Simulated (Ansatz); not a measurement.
Consider the formal exchange of groups at the Si–C bond: `CC[Si]O` + `OCCCS` → `O[Si]S` + `CCCCCO`.

Isolated molecules relaxed with PBE0-D4/def2-TZVP in Ansatz; ΔE leaves out vibrations. CCSD(T)/CBS adds triple-zeta CCSD(T) − MP2 to the extrapolated MP2 energy (def2 sets, frozen cores). This one scheme is used for every species. One conformer a species, not always the lowest.

```tsv
species	CCSD(T)/CBS(def2) energy (Eh)
`CC[Si]O`	-443.97447
`OCCCS`	-591.91399
`O[Si]S`	-763.27025
`CCCCCO`	-272.66459
```

(1) Work out ΔE.

Largest T1 diagnostic among the species: 0.015.

Results:

(1) ΔE = (-763.27025) + (-272.66459) − (-443.97447) − (-591.91399) = -0.04638 Eh = -121.8 kJ/mol.
